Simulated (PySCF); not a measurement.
# [VF6]2-: multiplets, ligand field and magnetism

[VF6]2-: V(IV) (d1), charge -2. The structure is a PBE0-D3(BJ)/def2-SVP, IEF-PCM water geometry optimised for multiplicity 2; coordination octahedral, point group Oh, metal–donor distances 1.83 Å.

```
7

V     0.000    0.000    0.000
F     0.000    1.827    0.000
F     0.000   -1.827    0.000
F     0.000    0.000    1.827
F     0.000    0.000   -1.827
F     1.827    0.000    0.000
F    -1.827    0.000    0.000
```

Method (PySCF 2.14, density fitting): CASSCF(1,5) with orbitals averaged over all microstates of the shell, strongly contracted NEVPT2 on the averaged canonical orbitals; basis x2c-TZVPall on the metal, x2c-SVPall elsewhere; spin-free X2C; IEF-PCM water; spin-orbit coupling by state interaction with the mean-field operator over all roots.

## Spin-free states

| 2S+1 | deg. | symmetry | free-ion term | CASSCF / cm⁻¹ | NEVPT2 / cm⁻¹ | f(ED) |
| --- | --- | --- | --- | --- | --- | --- |
| 2 | 3 | 2T2g | 2D 1.00 | 0 | 0 | – |
| 2 | 2 | 2Eg | 2D 1.00 | 21990 | 24895 | 0 |

Energies are counted from the ground state at NEVPT2 level. Weights follow the labels. f(ED) is the electric-dipole oscillator strength from the ground state at the fixed geometry, without vibronic coupling; occupations, where given, run over the ligand-field orbitals from the lowest.

Ligand-field fit:

```
cm⁻¹  CASSCF  NEVPT2
10Dq   21990   24895
```

```tsv
orbital	CASSCF / cm⁻¹	NEVPT2 / cm⁻¹	metal share	main function
1	0	0	0.94	degenerate set
2	0	0	0.94	degenerate set
3	0	0	0.94	degenerate set
4	21990	24895	0.84	degenerate set
5	21990	24895	0.84	degenerate set
```

ζ = 206 cm⁻¹, against 245 for the free ion.

Spin-orbit levels:

```tsv
E / cm⁻¹	deg.	make-up	g (S′ = 1/2)
0.0	4	1.00 2T2g	–
330.8	2	1.00 2T2g	1.94 1.94 1.94
25009.7	4	1.00 2Eg	–
```

Magnetism:

Degenerate or low-lying orbital states mix with the ground state, so no spin-only Hamiltonian applies. The lowest spin-orbit level is 4-fold; the next lies at 330.8 cm⁻¹. μeff is 1.71 μB at 300 K and 0.35 μB at 10 K; the spin-only value is 1.73 μB.

```tsv
T / K	χT / cm³ K mol⁻¹	μeff / μB
2	0.003	0.17
5	0.008	0.25
10	0.016	0.35
20	0.031	0.50
30	0.046	0.61
50	0.077	0.78
75	0.115	0.96
100	0.153	1.11
150	0.223	1.34
200	0.282	1.50
250	0.329	1.62
300	0.366	1.71
```

Powder magnetisation at 2 K: 0.00 μB at 0.5 T, 0.00 μB at 1 T, 0.01 μB at 2 T, 0.01 μB at 3 T, 0.02 μB at 5 T, 0.02 μB at 7 T.

Charge-transfer states lie outside this active space and may come lower than some of these levels. The ground state is orbitally degenerate in this regular structure, which would distort (Jahn–Teller), so its moment is that of the undistorted model. NEVPT2 lifts 2Eg from 21990 to 24895 cm⁻¹; on the d shell alone it tends to overshoot states that fill the eg-type orbitals. NEVPT2 on the d shell alone tends to put d–d bands too high for such charged or covalently bound ions.

The job took 9 s on one thread of Arm Neoverse V1 (shared host), with 132 basis functions and a peak of 0.5 GiB, launched as `OMP_NUM_THREADS=1 python lf_run.py task.json out`.
